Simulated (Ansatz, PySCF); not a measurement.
Pair of molecules: CHN (SMILES C#N) (first 3 atoms) with HBr (SMILES Br); geometry from B3LYP-D3(BJ)/def2-TZVP.
(charge 0, multiplicity 1):
```xyz
5

C     -0.440    -0.084    -0.458
N     -0.263    -0.214     0.665
H     -0.604     0.037    -1.505
Br     0.282    -0.615     4.130
H      0.060    -0.452     2.722
```

Counterpoise-corrected where a basis set is named; no monomer relaxation.

Run with Ansatz (a first-principles code); PySCF for M06-2X, the dispersion terms. 

Question: Predict the interaction energy from revPBE/def2-TZVPPD.

Answer: -109 meV

Question: What interaction energy does M06-2X/def2-TZVPPD give?

Answer: -152 meV

Question: What is the computed interaction energy (revPBE-D4/def2-TZVPPD)?

Answer: -169 meV
